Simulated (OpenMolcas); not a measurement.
Computed transition rates of O²⁺

```yaml
Program: OpenMolcas 26.06
Method: "SS-CASPT2, IPEA 0.25 Eh, imaginary shift 0.1 Eh (closed shells correlated: 1s 2s)"
Basis: ANO-R3 [4s4p2d1f]
Scalar_Hamiltonian: X2C, finite nucleus
Active_space: 2 electrons in 3 orbitals (2p)
State_averaging: 2S+1 = 3 even, 3 roots; 2S+1 = 1 even, 6 roots
Spin-orbit_coupling: RASSI with atomic mean-field integrals over the reference wave functions, term energies averaged over their components
```

Rates come from the transition moments of the reference wave functions (E1 and E2 in the length form). At fixed line strength A goes as λ^-3 for E1 and M1 and as λ^-5 for E2, so a rate at the computed wavelength can be rescaled to the measured one. Measured vacuum wavelengths follow from level energies in Moore, Selected Tables of Atomic Spectra, NSRDS-NBS 3, section 11. Branching counts decays inside the model space alone, at computed energies, and the table is only a selection of the E2 and M1 lines, drawn from those between levels with measured partners whose computed energy lies within a factor of 1.5 of the measured one.

```
      Upper        Lower  Type  λ computed (nm)  λ measured (nm)  A computed (s-1)  A rescaled (s-1)  Branching %
2s² 2p² ³P₁  2s² 2p² ³P₀    M1            90670            88360          2.42e-05          2.61e-05        100.0
2s² 2p² ¹D₂  2s² 2p² ³P₁    M1              487              496          6.52e-03                           25.6
2s² 2p² ¹S₀  2s² 2p² ¹D₂    E2            384.2            436.4          3.36e+00          1.78e+00         93.5
2s² 2p² ¹S₀  2s² 2p² ³P₁    M1            214.8            232.2          2.30e-01                            6.4
```

Spin-changing lines and M1 lines between different terms are not rescaled, since their strength hangs on the term gaps too.

The largest correction is for 2s² 2p² ¹S₀ → 2s² 2p² ¹D₂ (E2): 3.36e+00 × (384.2 / 436.4)^5 = 1.78e+00 s-1, a factor of 0.53.

The computed rate and branching of 2s² 2p² ³P₁ → 2s² 2p² ³P₀ give the upper level a radiative lifetime of 1.000 / 2.42e-05 s-1 = 4.13e+04 s, counting decays inside the model space alone. The rescaled rate gives about 3.8e+04 s.

No measured rate stands beside these. Rescaling mends the energy factor alone: line strengths can still be far off where a level mixes with configurations outside the active space, and weak or spin-changing lines hang on small mixing coefficients that depend on the term gaps too, so rescaling need not improve them.

CASPT2 does not keep the components of a term degenerate, so their means are used; among the terms shown or strongly mixed into the levels shown the widest spread is 86 cm-1 (2s² 2p² ¹D). With the s shell closed, the reference lacks s² → p² mixing. Computed and measured levels are paired by configuration, term and J; levels that our copy of the source lacks, or whose pairing is in doubt (as where it misses far off the trend of its configuration), stay unpaired. Levels of configurations outside the active space are missing.
